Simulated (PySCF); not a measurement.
# P+ (phosphorus, charge +1): UHF calculation

Configuration: [Ne] 3s2 3p2, high-spin 3P determinant. All numbers are calculated (PySCF 2.14, no relativity, point nucleus, in def2-TZVP (5s5p2d1f, 37 functions)).

```json
{"Total energy": "-340.345663 hartree", "One-electron energy": "-465.7783 hartree", "Hartree (Coulomb) energy": "147.7994 hartree", "Exchange energy": "-22.3667 hartree", "Kinetic energy": "340.32514 hartree", "⟨S²⟩": "2.0132", "⟨L²⟩": "2.039", "Sum of ⟨r⟩": "12.10 bohr", "Sum of ⟨r²⟩": "20.94 bohr²", "Traceless quadrupole moment −½Σ⟨3z² − r²⟩ along its main axis": "2.13 e·bohr²", "Density at the nucleus (Gaussians lack the cusp)": "2110 bohr⁻³", "Spin density at the nucleus": "0.137 bohr⁻³", "Langevin diamagnetic susceptibility": "-16.6 ×10⁻⁶ cm³/mol", "Time after the integrals": "0.15 s of wall time on 1 thread of Neoverse-N1 (shared host)"}
```

| shell | electrons | mean orbital energy (hartree) | spread (hartree) | rms radius, mean of both spins (bohr) |
| --- | --- | --- | --- | --- |
| 1s α | 1 | -80.38717 | 0 | 0.120 |
| 1s β | 1 | -80.36892 | 0 | 0.120 |
| 2s α | 1 | -7.92264 | 0 | 0.562 |
| 2s β | 1 | -7.90453 | 0 | 0.562 |
| 2p α | 3 | -5.81797 | 0.01690 | 0.540 |
| 2p β | 3 | -5.78447 | 0.02007 | 0.540 |
| 3s α | 1 | -1.13812 | 0 | 1.99 |
| 3s β | 1 | -0.93418 | 0 | 1.99 |
| 3p α | 2 | -0.72507 | 0 | 2.30 |
